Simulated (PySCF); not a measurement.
Structure problem from calculated spectra and properties.

Formula: C3H5BrO.

| Quantity | Value |
| --- | --- |
| 1H NMR | chemical shifts (computed TMS as zero) by class: 9.92 (1 H), 3.62 (2 H), 2.90 (2 H) ppm [GIAO KT2/pcSseg-2] |
| UV, first state | lowest singlet excitation: 4.38 eV (283 nm, f = 0.000) [TDDFT CAM-B3LYP/def2-SVPD] |
| Couplings | largest of the computed one-bond spin–spin couplings (means over like bonds): 13C–1H +178.0, 13C–1H +160.3 (×2), 13C–1H +134.5 (×2), 13C–13C +41.2, 13C–13C +39.0, 17O–13C +34.2 Hz [B3LYP/pcJ-1 (pcSseg-1 on Br), spin–dipole term left out] |
| NMR, other nuclei | isotropic shieldings of nuclei other than C and H, by class: -301 (1 O), 2329 (1 Br) ppm [GIAO KT2/pcSseg-2] |
| 13C NMR | chemical shifts (computed TMS as zero) by class: 195.1 (1 C), 55.4 (1 C), 37.0 (1 C) ppm [GIAO KT2/pcSseg-2] |
| Polarisability | 61.8 au [CAM-B3LYP/def2-SVPD] |
| Rotational structure | rotational constants A, B, C: 16.555, 1.086, 1.032 GHz [PBE0-D3(BJ)/def2-SVP] |
| Valence photoelectron | vertical ionisation energy: 10.18 eV [ΔSCF CAM-B3LYP/def2-SVPD] |
| UV, strongest line | among the 10 lowest singlet transitions: S8 at 7.68 eV (161 nm, f = 0.102) [TDDFT CAM-B3LYP/def2-SVPD] |

Electronic properties: PySCF, gas phase, density fitting. Levels stand in brackets. Isolated species at its PBE0-D3(BJ)/def2-SVP geometry (one conformer only). The calculation is non-relativistic and has no spin–orbit coupling, an omission that weighs most on bromine. Each NMR value is the plain mean over a class of atoms that symmetry, rotation or inversion makes alike.

Question: Propose a structure and show how it fits.

Answer: Numbering: `[O:1]=[CH:2][CH2:3][CH2:4][Br:5]`. Its formula, C3H5BrO, gives 1 degree of unsaturation: 0 rings and 1 π bond in the structure found. 3 carbons fall into 3 classes; from least to most shielded: aldehyde carbon [C2] (195.1 ppm), sp3 carbon next to a carbonyl [C3] (55.4 ppm), sp3 C–Br carbon [C4] (37.0 ppm). Hydrogen classes from least to most shielded: 1 H on an aldehyde carbon, C2 (9.92 ppm), 2 H on an sp3 C–Br carbon, C4 (3.62 ppm), 2 H on an sp3 carbon next to a carbonyl, C3 (2.90 ppm). The other shieldings belong to: -301 ppm, aldehyde oxygen [O1]; 2329 ppm, alkyl bromine [Br5]. The couplings run between: +178.0 Hz, aldehyde carbon [C2] and its hydrogen; +160.3 Hz, sp3 C–Br carbon [C4] and its hydrogen (with 1 like pair); +134.5 Hz, sp3 carbon next to a carbonyl [C3] and its hydrogen (with 1 like pair); +41.2 Hz, sp3 carbon next to a carbonyl [C3] and sp3 C–Br carbon [C4]; +39.0 Hz, aldehyde carbon [C2] and sp3 carbon next to a carbonyl [C3]; +34.2 Hz, aldehyde oxygen [O1] and aldehyde carbon [C2]. The first electron is taken from the HOMO, whose largest Löwdin shares are 0.36 on the alkyl bromine, 0.34 on the aldehyde oxygen, 0.10 on the aldehyde carbon and 0.09 on the sp3 carbon next to a carbonyl. The optimised geometry has point group Cs and is an asymmetric top. Structure: `C(Br)CC=O`. The assignments are read from this structure; whether some other isomer fits the data as well wasn't checked. NMR values of atoms bound to Br lack the spin–orbit term that these neighbours bring.

The values belong to the conformer `[O:1]=[CH:2][CH2:3][CH2:4][Br:5]`: O1–C2–C3–C4 -1°, C2–C3–C4–Br5 180°.
